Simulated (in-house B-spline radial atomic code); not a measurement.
## Ionising Fe³⁺ with different functionals

Computed with an all-electron radial atomic-structure program (B-spline basis): non-relativistic Hamiltonian, point nucleus, spin-polarised at highest spin, spherical fractional occupations for the functionals, the average over the highest-spin determinants for Hartree-Fock. The ionisation energy is the difference of two self-consistent energies, [Ar] 3d5 → [Ar] 3d4, without Breit or QED terms; ε is the level of the shell that loses the electron (its least bound occupied spin orbital).

Hybrids are left out here: with spherical fractional occupations of an open shell their exact exchange keeps a self-interaction that integer-occupation calculations don't have.

```
           method          rung  ΔSCF (eV)  -ε(3d) (eV)
     Hartree-Fock  Hartree-Fock      54.13        56.43
         LDA VWN5           LDA      55.57        45.65
         LDA PW92           LDA      55.56        45.64
LDA exchange-only           LDA      54.12        44.28
              PBE           GGA          ?            ?
           PBEsol           GGA      55.34        45.42
             BLYP           GGA      55.20        45.25
             RPBE           GGA      55.30        45.37
             PW91           GGA      55.47        45.55
             BP86           GGA      55.36        45.44
             AM05           GGA      55.34        45.42
             OLYP           GGA      55.70        45.69
             TPSS      meta-GGA      55.28        45.37
             SCAN      meta-GGA      55.85        45.95
           r2SCAN      meta-GGA      55.89        45.99
            M06-L      meta-GGA          ?            ?
          revTPSS      meta-GGA      55.20        45.29
```

(1) What does M06-L give?

(2) What does PBE give?

(3) How do they compare with the NIST value?

## Answers

(1) ΔSCF 55.56 eV, and -ε(3d) = 45.61 eV.

(2) ΔSCF 55.37 eV, and -ε(3d) = 45.45 eV.

(3) NIST lists 54.91 eV ± 0.04 (measured, ground level to ground level). Errors run from -0.79 to +0.98 eV; BLYP is closest (+0.29 eV), though others lie within the uncertainty of it, and part of that can be cancellation, since the calculations leave out relativity, Breit-QED terms, multiplet and fine-structure energies. Hartree-Fock also lacks correlation.
